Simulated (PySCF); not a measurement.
## How methods differ on the ionisation energy of Pd

Pd [Kr] 4d10 → Pd⁺ [Kr] 4d9 [4d3/2^4 4d5/2^5, M_J = 5/2], as a difference of total energies. Calculation: PySCF 2.14, in x2c-TZVPall-2c; the two-component X2C-1e Hamiltonian. Correlated levels: [Ar] 3d10 frozen; the 6 highest virtual spinors dropped. "Screened" scales the spin-orbit matrix elements by Boettger's factors to mimic the two-electron term; Breit and QED terms are absent.

Problem. Order these methods by the ionisation energy they give, lowest first.
A. GMP2 (spin-free)
B. GMP2 (screened spin-orbit)
C. GHF (spin-free)
D. GHF (screened spin-orbit)

Solution. D (6.210 eV), C (6.385 eV), B (8.075 eV), A (8.262 eV).

The spin-free rows lack the spin-orbit shift.

Errors of the correlated levels include the incompleteness of this basis and the frozen core.

For comparison: 8.337 eV (measured; NIST Atomic Spectra Database, ionization energies).
